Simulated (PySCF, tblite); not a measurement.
Isomers of C7H16NP, one GFN2-xTB conformer each. Single-point energies are computed at PBE0/pcSseg-1 (PySCF, gas phase, no added dispersion term), electronic only.

```
          SMILES  GFN2-xTB relative energy (kJ/mol)
     CNP1CCCCCC1                                0.0
  CN=P1(C)CCCCC1                               21.5
C=C(C)P(NC)C(C)C                               99.2
```

Conformers: `[CH3:1][NH:2][P:3]1[CH2:4][CH2:5][CH2:6][CH2:7][CH2:8][CH2:9]1` with C1–N2–P3–C4 180°, N2–P3–C4–C5 177°, P3–C4–C5–C6 36°, C4–C5–C6–C7 54°, C5–C6–C7–C8 -101°; `[CH3:1][N:2]=[P:3]1([CH3:4])[CH2:5][CH2:6][CH2:7][CH2:8][CH2:9]1` with N2–P3–C5–C6 58°, P3–C5–C6–C7 64°, C5–C6–C7–C8 -67°, C6–C7–C8–C9 65°; `[CH2:1]=[C:2]([CH3:3])[P:4]([NH:5][CH3:6])[CH:7]([CH3:8])[CH3:9]` with C1–C2–P4–N5 -137°, C2–P4–N5–C6 76°, C2–P4–C7–C8 -63°.

Task: What does PBE0/pcSseg-1 give for the same structures?

Result: 
| SMILES | PBE0/pcSseg-1 E (Eh) | PBE0/pcSseg-1 (kJ/mol) | GFN2-xTB (kJ/mol) | point group |
| --- | --- | --- | --- | --- |
| CNP1CCCCCC1 | -671.89102 | 0.0 | 0.0 | C1 |
| CN=P1(C)CCCCC1 | -671.88255 | 22.2 | 21.5 | C1 |
| C=C(C)P(NC)C(C)C | -671.86666 | 63.9 | 99.2 | C1 |

Both levels put the same isomer lowest; measured from each level's own lowest isomer, the values differ by up to 35.3 kJ/mol (C=C(C)P(NC)C(C)C: 99.2 against 63.9). As drawn, the highest has a C=C bond outside aromatic rings, which the lowest lacks.

Task: Which frontier levels, dipoles and rotational constants go with these structures?

Result: 
| SMILES | HOMO (eV, PBE0/pcSseg-1) | LUMO (eV) | dipole (D) | A, B, C (MHz) |
| --- | --- | --- | --- | --- |
| CNP1CCCCCC1 | -5.59 | 1.00 | 0.56 | 2403, 967.6, 762.4 |
| CN=P1(C)CCCCC1 | -5.64 | 1.03 | 2.82 | 1883, 1086, 1016 |
| C=C(C)P(NC)C(C)C | -5.74 | -0.05 | 0.89 | 1565, 1187, 840.7 |

Task: What happens when harmonic zero-point energies from GFN2-xTB frequencies are added?

Result: 
```csv
SMILES,ZPE (kJ/mol),electronic (kJ/mol),with ZPE (kJ/mol)
CNP1CCCCCC1,582.1,0.0,0.0
CN=P1(C)CCCCC1,571.4,22.2,11.5
C=C(C)P(NC)C(C)C,567.3,63.9,49.1
```

The zero-point energies span 14.8 kJ/mol. The order is unchanged.
